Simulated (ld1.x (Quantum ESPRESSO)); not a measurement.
# u(r) = r·R(r): atom against pseudo-atom (silicon)

Columns: radius, all-electron u(r) and pseudo u(r) of the 3s shell (level -14.80 eV) of silicon in the configuration [Ne] 3s2 3p1.5; LDA (PZ), scalar-relativistic, TM scheme, ld1.x (Quantum ESPRESSO) 7.5.

| r (bohr) | all-electron | pseudo |
| --- | --- | --- |
| 0.098 | 0.1332 | 0.0283 |
| 0.195 | -0.1231 | 0.0572 |
| 0.292 | -0.3036 | 0.0878 |
| 0.390 | -0.3528 | 0.1215 |
| 0.488 | -0.3016 | 0.1589 |
| 0.585 | -0.1928 | 0.2004 |
| 0.682 | -0.0572 | 0.2472 |
| 0.780 | 0.0863 | 0.3001 |
| 0.878 | 0.2234 | 0.3585 |
| 0.975 | 0.3458 | 0.4206 |
| 1.072 | 0.4515 | 0.4849 |
| 1.170 | 0.5403 | 0.5490 |
| 1.268 | 0.6114 | 0.6087 |
| 1.365 | 0.6653 | 0.6598 |
| 1.463 | 0.7048 | 0.7004 |
| 1.560 | 0.7306 | 0.7283 |
| 1.658 | 0.7450 | 0.7443 |
| 1.755 | 0.7496 | 0.7494 |
| 1.852 | 0.7458 | 0.7458 |
| 1.950 | 0.7351 | 0.7351 |
| 2.047 | 0.7191 | 0.7191 |
| 2.145 | 0.6984 | 0.6984 |
| 2.242 | 0.6747 | 0.6747 |
| 2.340 | 0.6481 | 0.6481 |
| 2.438 | 0.6199 | 0.6199 |
| 2.535 | 0.5908 | 0.5908 |

Task: How many radial nodes do the two functions have?

Result: The all-electron 3s function has n − l − 1 = 2; the pseudo-wave has 0, since the states of the same l below it are removed with the core.

Task: At about which radius was the pseudo-wave matched?

Result: 1.95 bohr. The columns agree to 0.0005 from 1.75 bohr on; several derivatives are matched, so the curves merge somewhat inside the radius.

Task: Where does each function peak?

Result: Outermost all-electron maximum near 1.75 bohr, pseudo maximum near 1.75 bohr (to the table’s step).

Task: Is the pseudo-wave norm-conserving?

Result: Yes: the TM scheme keeps the norm inside the radius equal to the all-electron one, which fixes the energy derivative of the logarithmic derivative at the level.
